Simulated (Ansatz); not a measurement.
Cartesian coordinates (Å):
SMILES: [C-]#[NH+]
```xyz
3

C      1.1042     0.0909     0.0000
N     -0.0553    -0.0046     0.0000
H     -1.0489    -0.0863     0.0000
```
Charge 0, spin multiplicity 1.

Calculation: Ansatz (an electronic-structure program) with frozen-core CCSD(T)/cc-pVTZ // PBE0-D4/def2-TZVP.

```json
{
 "HF energy": "-92.89270 Ha",
 "MP2 correlation energy": "-0.33195 Ha"
}
```

### Question
Estimate the CCSD correlation energy, the (T) correction, the total energy and the T1 diagnostic.

### Answer

The CCSD correlation energy comes out as -0.34132 Ha, the (T) correction is -0.01711 Ha and the CCSD(T) total energy is -93.25113 Ha. The T1 diagnostic is 0.016.
